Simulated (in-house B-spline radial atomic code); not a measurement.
# Ionising Se⁴⁺ with different functionals

Computed with a radial B-spline atomic code at the basis-set limit: non-relativistic Hamiltonian, point nucleus, spin-polarised at highest spin, spherical fractional occupations for the functionals, and exact exchange of hybrids averaged over the configuration. The ionisation energy is the difference of two self-consistent energies, [Ar] 3d10 4s2 → [Ar] 3d10 4s1, without Breit or QED terms; ε is the level of the shell that loses the electron (its least bound occupied spin orbital). There is no spin-orbit coupling in this Hamiltonian.

```csv
method,rung,ΔSCF (eV),-ε(4s) (eV)
PBE0,global hybrid,66.68,62.05
B3LYP,global hybrid,67.20,62.10
TPSSh,global hybrid,66.54,61.20
M06-2X,global hybrid,66.79,62.50
BHandHLYP,global hybrid,66.61,63.41
r2SCAN0,global hybrid,66.32,62.29
B97-1,global hybrid,67.02,61.76
HSE06,range-separated hybrid,66.75,61.80
wB97X,range-separated hybrid,66.70,64.93
CAM-B3LYP,range-separated hybrid,67.18,63.89
LC-wPBE,range-separated hybrid,66.82,65.31
```

**Question.** Among the functionals, which spreads more, the ΔSCF values or the orbital energies?

**Answer.** The orbital energies: ΔSCF values span about 0.87 eV and the orbital energies 4.11 eV; here energy differences depend much less on the functional than eigenvalues do.

**Question.** How do they compare with the NIST value?

**Answer.** NIST lists 68.3 eV ± 0.1 (semi-empirical, ground level to ground level). Errors run from -1.98 to -1.10 eV. The correlated functionals all miss on the same side by more than they spread, so the cause is common to them (relativity, Breit-QED terms, or a listed next ion that isn't the cheapest removal here) and closeness doesn't rank the functionals.
